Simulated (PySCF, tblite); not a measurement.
Isomers of [C5H5F3O2]+ (charge +1 and doublet state), one GFN2-xTB conformer each. Single-point energies are computed at B3LYP/pcH-1 (PySCF, gas phase, no added dispersion term), electronic only. GFN2-xTB treats the open shell by occupation alone, and not every SCF solution was tested for stability.

```
                     SMILES  GFN2-xTB relative energy (kJ/mol)
[O+]=C([C@@H]1CCO1)C(F)(F)F                               62.2
    CC(=O)O[C+](F)[CH]C(F)F                                0.0
```

Conformers: `[O+:1]=[C:2]([C@@H:3]1[CH2:4][CH2:5][O:6]1)[C:7]([F:8])([F:9])[F:10]` (charge +1 and doublet state) with O1–C2–C3–C4 -72°; `[CH3:1][C:2](=[O:3])[O:4][C+:5]([F:6])[CH:7][CH:8]([F:9])[F:10]` (charge +1 and doublet state) with C1–C2–O4–C5 -179°, C2–O4–C5–F6 21°, O4–C5–C7–C8 4°, C5–C7–C8–F9 146°.

Problem. What does B3LYP/pcH-1 give for the same structures?

Solution. 
```json
{"SMILES": "CC(=O)O[C+](F)[CH]C(F)F", "B3LYP/pcH-1 E (Eh)": "-643.19495", "B3LYP/pcH-1 (kJ/mol)": "0.0", "GFN2-xTB (kJ/mol)": "0.0", "point group": "C1"}
{"SMILES": "[O+]=C([C@@H]1CCO1)C(F)(F)F", "B3LYP/pcH-1 E (Eh)": "-643.14377", "B3LYP/pcH-1 (kJ/mol)": "134.4", "GFN2-xTB (kJ/mol)": "62.2", "point group": "C1"}
```

Both levels put the same isomer lowest. As drawn, the higher has a four-membered ring, which the lower lacks.

Problem. What happens when harmonic zero-point energies from GFN2-xTB frequencies are added?

Solution. 
| SMILES | ZPE (kJ/mol) | electronic (kJ/mol) | with ZPE (kJ/mol) |
| --- | --- | --- | --- |
| CC(=O)O[C+](F)[CH]C(F)F | 239.6 | 0.0 | 0.0 |
| [O+]=C([C@@H]1CCO1)C(F)(F)F | 248.0 | 134.4 | 142.8 |

The zero-point energies span 8.4 kJ/mol. The order is unchanged.
